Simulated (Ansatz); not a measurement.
`[BH2][AlH2]` + `N=CO` → `BOC=N` + `[AlH3]`  (cleavage of the B–Al bond)

Calculated with Ansatz (gas phase, PBE0-D4/def2-TZVP geometries, no zero-point term in ΔE). CCSD(T)/CBS adds triple-zeta CCSD(T) − MP2 to the extrapolated MP2 energy (def2 sets, frozen cores). This one scheme is used for every species. DFT in def2-TZVPP. HSE06 is defined as in plane-wave codes. Each species was taken in one conformer, which may not be the lowest.

```
       level  ΔE (kJ/mol)
   r2SCAN-D4       -136.6
CAM-B3LYP-D4       -148.7
       HSE06       -129.8
HF/CBS(def2)       -149.9
```

(1) What does CCSD(T)/CBS give? (Estimate.)

Largest T1 diagnostic among the species: 0.015.

Results:

(1) Ansatz gave: -141.1 kJ/mol. The listed levels differ from it by 4.5, -7.6, 11.3, -8.8 kJ/mol.

At CCSD(T), def2-SVP lies −15.9 kJ/mol from the extrapolated value and def2-TZVPP −1.5 kJ/mol. From BLYP to BHLYP (50 % exact exchange), in def2-TZVPP and without D4, ΔE moves by −7.4 kJ/mol. Leaving LDA and LC-ωPBE aside and taking each functional with its dispersion term where it has one, the values, not all of them listed here, spread over 20.1 kJ/mol, from CAM-B3LYP-D4 to PBE-D4. LDA lies −9.7 kJ/mol from PBE without D4.
